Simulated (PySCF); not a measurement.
**YF3(H2O) at several levels of theory**

Computed with PySCF 2.14.0 (density fitting, no spin-orbit coupling) at the geometry relaxed with PBE0:

```xyz
7
YF3(H2O) (singlet)
Y     0.0012   -0.1445    0.1445
F     0.8881    1.4338    1.0213
F    -1.1585   -1.3029    1.3029
F     0.8881   -1.0213   -1.4338
O    -1.3329    1.2489   -1.2489
H    -1.4031    2.2015   -1.1046
H    -1.4031    1.1046   -2.2015
```

```tsv
level	basis	state	HOMO (eV)	gap (eV)	charge on Y1 (e)	dipole about the centre of mass (D)	largest force component (eV/Å)
PBE0	Y def2-SVP with ECP28, F def2-SVP, O def2-SVP, H def2-SVP	singlet	-9.61	8.46	1.10	5.97	0.05
BP86	the same	singlet	-7.71	5.94	0.89	5.86	0.55
TPSS	the same	singlet	-7.72	6.01	0.96	5.87	0.46
```

Charges are Mulliken's, which hang on the basis. The relaxation used the grid (50, 194), these runs (75, 302) or, all-electron (x2c bases, spin-free X2C Hamiltonian), (99, 590).

**Question.** What does PBE0 with Y def2-TZVP with ECP28, F def2-TZVP, O def2-TZVP, H def2-TZVP give here?

**Answer.** state singlet, HOMO (eV) -9.84, gap (eV) 8.45, charge on Y1 (e) 1.51, dipole about the centre of mass (D) 5.89, largest force component (eV/Å) 0.24. Time: 11 s on 2 threads of Arm Neoverse V2 (shared host), from free ions and atoms.

In the first row's basis the gap widens with exact exchange: 5.9 to 6.0 eV for BP86, TPSS (none); 8.5 eV for PBE0 (a fixed share).
